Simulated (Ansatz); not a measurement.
**How basis sets differ on C3H8Ge (SMILES [H][Ge]([H])([H])[CH2]C=C)**

The species is C3H8Ge (12 atoms), meant as a singlet with charge 0. As SMILES, `[H][Ge]([H])([H])[CH2]C=C`. The shape comes from GFN2-xTB, which is rough for such elements, and wasn't checked as a minimum. This is one conformer, not always the lowest.

| atom | x (Å) | y (Å) | z (Å) |
| --- | --- | --- | --- |
| Ge | -0.0734 | -0.7107 | -1.6641 |
| C | -0.0710 | -0.7708 | 0.3174 |
| C | 0.5108 | 0.4743 | 0.8852 |
| C | -0.1842 | 1.4141 | 1.5007 |
| H | 0.5159 | -1.6371 | 0.6312 |
| H | -1.0944 | -0.9104 | 0.6692 |
| H | 1.5790 | 0.5944 | 0.7469 |
| H | -1.2477 | 1.3223 | 1.6522 |
| H | 0.2782 | 2.3082 | 1.8827 |
| H | 1.3100 | -0.5377 | -2.2060 |
| H | -0.8958 | 0.4294 | -2.1707 |
| H | -0.6271 | -1.9760 | -2.2446 |

Quantity: the dipole moment, in D. The values are calculated.

```json
{"level": "HF/STO-3G", "kind": "Hartree–Fock", "program": "Ansatz", "value (D)": "0.40", "CPU time": "3.2 s"}
{"level": "HF/3-21G", "kind": "Hartree–Fock", "program": "Ansatz", "value (D)": "0.44", "CPU time": "3.5 s"}
{"level": "HF/def2-SVP", "kind": "Hartree–Fock", "program": "Ansatz", "value (D)": "0.48", "CPU time": "11 s"}
{"level": "HF/def2-TZVP", "kind": "Hartree–Fock", "program": "Ansatz", "value (D)": "0.52", "CPU time": "33 s"}
```

All-electron rows without a relativistic Hamiltonian named are non-relativistic. The values span 0.40 to 0.52 D. Magnitudes only. Sets without polarisation functions give poor dipoles. Times are those of the runs behind each value, whatever else they computed, on shared processors of several kinds: orders of magnitude only.
